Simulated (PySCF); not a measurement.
**Ar (argon, neutral) across methods**

[Ar], closed-shell 1S. Computed with PySCF 2.14 in aug-cc-pCVTZ-DK with one added diffuse shell each of s, p, d, f type (9s8p6d4f, 91 functions), with scalar relativity by spin-free X2C-1e.

```json
{"method": "B3LYP", "E (hartree)": "-529.3845", "mean ε 2p (eV)": "-236.39", "mean ε 3s (eV)": "-26.649", "mean ε 3p (eV)": "-11.660", "Σ⟨r²⟩ (bohr²)": "26.18", "⟨S²⟩": "0.000"}
{"method": "r2SCAN", "E (hartree)": "-529.3299", "mean ε 2p (eV)": "-233.09", "mean ε 3s (eV)": "-25.409", "mean ε 3p (eV)": "-10.720", "Σ⟨r²⟩ (bohr²)": "25.96", "⟨S²⟩": "0.000"}
{"method": "PBE0", "E (hartree)": "-529.2038", "mean ε 2p (eV)": "-237.70", "mean ε 3s (eV)": "-27.233", "mean ε 3p (eV)": "-11.967", "Σ⟨r²⟩ (bohr²)": "26.00", "⟨S²⟩": "0.000"}
{"method": "TPSSh", "E (hartree)": "-529.3776", "mean ε 2p (eV)": "-233.56", "mean ε 3s (eV)": "-25.881", "mean ε 3p (eV)": "-11.071", "Σ⟨r²⟩ (bohr²)": "25.99", "⟨S²⟩": "0.000"}
{"method": "LDA", "E (hartree)": "-527.7408", "mean ε 2p (eV)": "-229.78", "mean ε 3s (eV)": "-24.272", "mean ε 3p (eV)": "-10.395", "Σ⟨r²⟩ (bohr²)": "26.27", "⟨S²⟩": "0.000"}
{"method": "BP86", "E (hartree)": "-529.4217", "mean ε 2p (eV)": "-230.01", "mean ε 3s (eV)": "-24.382", "mean ε 3p (eV)": "-10.368", "Σ⟨r²⟩ (bohr²)": "26.14", "⟨S²⟩": "0.000"}
{"method": "wB97X-V", "E (hartree)": "-529.2935", "mean ε 2p (eV)": "-238.78", "mean ε 3s (eV)": "-30.027", "mean ε 3p (eV)": "-14.543", "Σ⟨r²⟩ (bohr²)": "26.07", "⟨S²⟩": "0.000"}
{"method": "UHF", "E (hartree)": "-528.62170", "mean ε 2p (eV)": "-260.54", "mean ε 3s (eV)": "-35.017", "mean ε 3p (eV)": "-16.071", "Σ⟨r²⟩ (bohr²)": "26.01", "⟨S²⟩": "0.000"}
{"method": "PBE", "E (hartree)": "-529.1657", "mean ε 2p (eV)": "-229.77", "mean ε 3s (eV)": "-24.289", "mean ε 3p (eV)": "-10.274", "Σ⟨r²⟩ (bohr²)": "26.18", "⟨S²⟩": "0.000"}
```
